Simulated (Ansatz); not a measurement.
Ansatz (a program for electronic structure) input for F3Ga, SMILES [F][Ga]([F])[F] (connectivity only; charge and spin as stated), charge -1, multiplicity 2, CAM-B3LYP/def2-SVPD. Coordinates come from a B3LYP-D3(BJ)/def2-SVPD optimisation. The spin state was assumed, not searched. The isomer is the one that the SMILES or the coordinates give; other isomers of the formula were not compared.

Ansatz 0.2 input:
```yaml
crystal:
  periodic: [false, false, false]
  atoms:
    - {symbol: Ga, position_ang: [-0.00000000, -0.00000000, -0.32034297]}
    - {symbol: F, position_ang: [1.48401894, -0.85679873, 0.36780119]}
    - {symbol: F, position_ang: [-1.48401894, -0.85679873, 0.36780119]}
    - {symbol: F, position_ang: [0.00000000, 1.71359747, 0.36780119]}
basis:
  gaussian:
    orbitals: def2-SVPD
hamiltonian:
  xc: {name: CAM-B3LYP}
total_charge: -1
magnetization: {spin_polarized: true, initial_magnetization: 1}
```

Log of the run:

```
WARN ansatz: RAYON_NUM_THREADS=1 ignored (pool sized by the plan → 1); use --threads N
Functional definition: CAM-B3LYP
integrals: 0.06 GiB planned
1024 factors; integrals over basis functions are off by at most 2.3e-4 eV
integrals: 0.13 GiB planned
321 factors; integrals over basis functions are off by at most 2.1e-5 eV
mean field: 0.96 GiB planned
mean field evaluation 1: about -60521.8618 eV, gradient 1.6e1 eV
mean field evaluation 2: about -60521.9799 eV, gradient 2.0e1 eV
mean field evaluation 4: about -60522.8780 eV, gradient 1.1e0 eV
mean field evaluation 8: about -60522.9007 eV, gradient 2.6e-2 eV
mean field evaluation 16: about -60522.9007 eV, gradient 4.8e-5 eV
mean field -60522.90072647 eV, -2224.1755778021 hartree, gradient 4.8e-5 eV, S^2 0.751619; 0 other end points of the search recorded, 0 dependent functions left out
reference -60522.90084248 eV, -2224.1755820655 hartree; 30, 29 occupied and 77, 78 virtual orbitals, 1024 factors
Total energy: -60522.90084248 eV, -2224.1755820655 hartree
```

The run converged.

Cost: roughly 4 core-seconds.
